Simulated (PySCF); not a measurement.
Species: C8H8ClP.
Bonds: Cl1–C2, C2–P3 (aromatic), P3–C4 (aromatic), C4–C5 (aromatic), C5–C6 (aromatic), C6–C7 (aromatic), C7–C8, C8–C9, C9–C10, C2–C7 (aromatic), C8–C10. Hydrogens: H11 on C4; H12 on C5; H13 on C6; H14 on C8; H15, H16 on C9; H17, H18 on C10.

The same species was optimised twice, with GFN2-xTB and with PBE0-D3(BJ)/def2-SVP (PySCF), and the same property calculations (PySCF, gas phase) were run on both structures.

```csv
coordinate,GFN2-xTB,PBE0-D3(BJ)/def2-SVP,change
C2–C7 (Å),1.388,1.403,+0.015
C4–C5 (Å),1.378,1.390,+0.012
C6–C7 (Å),1.391,1.401,+0.010
C5–C6 (Å),1.384,1.393,+0.009
C2–P3 (Å),1.742,1.748,+0.006
Cl1–C2 (Å),1.738,1.743,+0.005
C7–C8 (Å),1.489,1.492,+0.003
C9–C10 (Å),1.497,1.499,+0.002
C8–C9 (Å),1.503,1.504,+0.001
P3–C4 (Å),1.732,1.733,+0.001
C8–C10 (Å),1.498,1.498,0.000
C7–C8–C10 (°),121.2,122.5,+1.3
C7–C8–C9 (°),119.6,120.3,+0.7
C2–C7–C6 (°),120.7,119.9,-0.8
C5–C6–C7 (°),123.8,124.5,+0.7
C2–P3–C4 (°),99.0,99.6,+0.6
Cl1–C2–P3 (°),114.3,114.8,+0.5
Cl1–C2–C7 (°),118.4,117.9,-0.5
C4–C5–C6 (°),123.6,123.1,-0.5
C6–C7–C8–C9 (°),-108,-100,+8
```

Rotational constants: A = 1431, B = 916.9, C = 582.5 MHz (GFN2-xTB) against A = 1409, B = 898.6, C = 571.0 MHz (PBE0-D3(BJ)/def2-SVP). Point groups within 0.08 Å: C1 and C1.

On the GFN2-xTB structure: HOMO (eV) -7.09 [PBE0/pcSseg-1]; LUMO (eV) -1.71 [PBE0/pcSseg-1]; dipole (D) 2.68 [PBE0/pcSseg-1]; GIAO shielding of Cl1 (ppm) 668.6 [PBE0/pcSseg-1]; GIAO shielding of C2 (ppm) 1.0 [PBE0/pcSseg-1]; GIAO shielding of P3 (ppm) 90.4 [PBE0/pcSseg-1]; GIAO shielding of C4 (ppm) 22.1 [PBE0/pcSseg-1]; GIAO shielding of C5 (ppm) 50.3 [PBE0/pcSseg-1]; GIAO shielding of C6 (ppm) 48.7 [PBE0/pcSseg-1]; GIAO shielding of C7 (ppm) 34.0 [PBE0/pcSseg-1]; GIAO shielding of C8 (ppm) 165.6 [PBE0/pcSseg-1].

Question: What do these properties become on the PBE0-D3(BJ)/def2-SVP structure?

Answer: 
```
                                    property          level  on GFN2-xTB  on PBE0-D3(BJ)/def2-SVP  change
                                   HOMO (eV)  PBE0/pcSseg-1        -7.09                    -7.08   +0.01
                                   LUMO (eV)  PBE0/pcSseg-1        -1.71                    -1.71    0.00
                                  dipole (D)  PBE0/pcSseg-1         2.68                     2.70   +0.02
energy, GFN2-xTB geometry as zero (kcal/mol)  PBE0/pcSseg-1          0.0                     -0.5    -0.5
                 GIAO shielding of Cl1 (ppm)  PBE0/pcSseg-1        668.6                    670.2    +1.6
                  GIAO shielding of C2 (ppm)  PBE0/pcSseg-1          1.0                     -0.9    -1.9
                  GIAO shielding of P3 (ppm)  PBE0/pcSseg-1         90.4                     88.3    -2.1
                  GIAO shielding of C4 (ppm)  PBE0/pcSseg-1         22.1                     20.8    -1.3
                  GIAO shielding of C5 (ppm)  PBE0/pcSseg-1         50.3                     47.7    -2.6
                  GIAO shielding of C6 (ppm)  PBE0/pcSseg-1         48.7                     47.6    -1.1
                  GIAO shielding of C7 (ppm)  PBE0/pcSseg-1         34.0                     31.2    -2.8
                  GIAO shielding of C8 (ppm)  PBE0/pcSseg-1        165.6                    164.9    -0.7
```

The heavy atoms differ by 0.068 Å rms after alignment. Among bonds between heavy atoms C2–C7 changes most (+0.015 Å). Changes are differences of the printed values. Neither structure is proved a minimum here.

Conformer computed: `[Cl:1][c:2]1[p:3][cH:4][cH:5][cH:6][c:7]1[CH:8]1[CH2:9][CH2:10]1`: C6–C7–C8–C9 -100°.
